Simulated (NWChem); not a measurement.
C₂H₂F₃, doublet; SMILES FC[C](F)F

```xyz
7

F     -1.4588     0.0895     0.9811
C     -1.0314    -0.2038    -0.3178
C      0.4409    -0.0751    -0.4762
F      0.9596     1.1531    -0.3931
F      1.2033    -0.9613     0.1701
H     -1.3248    -1.2462    -0.5656
H     -1.5280     0.4941    -1.0251
```
Atoms are numbered in this order, from 1.

Program: NWChem. Spin-unrestricted. Coordinates come from a PBE-D3(BJ)/def2-SVP, spin-unrestricted optimisation. No stability test was run on the SCF state. Fermi-contact couplings, non-relativistic, static geometry.

What does the run give for B3LYP/IGLO-III? Quantities: A(iso) 19F atom 1 (MHz); A(iso) 13C atom 2 (MHz); A(iso) 13C atom 3 (MHz); A(iso) 19F atom 4 (MHz); A(iso) 19F atom 5 (MHz); A(iso) 1H atom 7 (MHz); <S²>.


```
Property                 Value
-----------------------  -----
A(iso) 19F atom 1 (MHz)    194
A(iso) 13C atom 2 (MHz)   83.4
A(iso) 13C atom 3 (MHz)    338
A(iso) 19F atom 4 (MHz)    205
A(iso) 19F atom 5 (MHz)    204
A(iso) 1H atom 7 (MHz)     0.7
<S²>                     0.753
```
